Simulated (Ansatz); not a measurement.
Stretching the Be1–H2 bond in BeH2Se (SMILES [BeH][SeH]) (multiplicity 1 held, fragments rigid). Energies count from the point at 1.326 Å.
Geometry at that point (charge 0, multiplicity 1):
```tsv
atom	x (Å)	y (Å)	z (Å)
Be	-0.6897	-0.7607	-1.4180
H	-1.2093	-1.3411	-2.4906
Se	0.0918	0.1603	0.2240
H	0.8465	-1.0648	0.5466
```

Restricted levels (R-, RO-) in cc, def2 and unpolarised 6-31G sets keep to the state of the molecule at rest. Unrestricted levels (U-) break spin symmetry where that is lower. Active spaces are followed from a long bond inwards. Levels need not reach the same state.

Cores are frozen in the correlated methods. Filled d and f shells under p-block atoms count as core.

Codes used: Ansatz (a first-principles code) with Gaussian orbitals. 

Energies in kJ/mol.

```csv
R (Å),R-SCS-MP2/aug-cc-pVDZ,U-SCS-MP2/aug-cc-pVDZ,"CASSCF(2,2)/aug-cc-pVDZ","FIC-MRCISD+Q on CASSCF(2,2)/aug-cc-pVDZ"
1.061,85,85,91,85
1.193,18,18,22,18
1.326,0,0,0,0
1.458,10,10,6,9
1.591,36,36,27,34
1.790,90,90,73,85
1.988,150,150,123,141
2.320,245,278,200,226
2.651,326,339,259,291
3.049,401,367,304,342
3.579,466,379,331,372
4.242,502,382,340,384
```

Doubts at one or more of the structures used: a restricted determinant that unrestricted orbitals would lower (R-SCS-MP2/aug-cc-pVDZ); a spin-contaminated determinant (U-SCS-MP2/aug-cc-pVDZ).
